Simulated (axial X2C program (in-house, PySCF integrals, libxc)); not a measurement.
## Working with the constants of SnC⁺

A bond curve at the PBE0 level, two-component, was computed with an axial X2C code built on PySCF integrals (basis Sn dyall-cv3z [11s12p9d4f1g], C dyall-v3z [7s6p2d1f] (cores contracted in-house)) for the state Ω = 3/2 (⟨Sz⟩ = 1.49, ⟨Lz⟩ = 0.01 at PBE0). Its fit gives Re = 2.1081 Å, ωe = 605.4 cm⁻¹, ωexe = 3.22 cm⁻¹ and αe = 2.502e-03 cm⁻¹; the masses are 119.9022 and 12.0000 u. Two-component means X2C with spin–orbit coupling and atomic mean-field Coulomb and Gaunt terms.

Find the reduced mass, Be and the force constant.

From the PBE0 values: μ = 10.9083 u. Be = 16.8576/(μ Re²) = 0.3477 cm⁻¹. k = 5.8918×10⁻⁷ μ ωe² = 2.36 mdyn/Å.

Estimate the centrifugal constant by the Kratzer relation.

D = 4Be³/ωe² = 4.59e-07 cm⁻¹.

Where do the fundamental and the first overtone lie?

ν(1←0) = ωe − 2ωexe = 599.0 cm⁻¹; ν(2←0) = 2ωe − 6ωexe = 1191.5 cm⁻¹.

A Morse curve ties αe to the other constants (Pekeris). How well does that hold?

αe(Morse) = 6Be²/ωe × (√(ωexe/Be) − 1) = 2.448e-03 cm⁻¹; the PBE0 curve gives 2.502e-03 cm⁻¹, a ratio of 0.98.

The state is one determinant whose occupation by symmetry is held fixed; it was picked as the lowest of a PBE0 search that is not exhaustive. Density functionals use the spin component along the axis (collinear). With several unpaired electrons one determinant need not be a pure state. This is the top spin component of a Σ state; components of lower Ω are not single determinants and can lie lower.
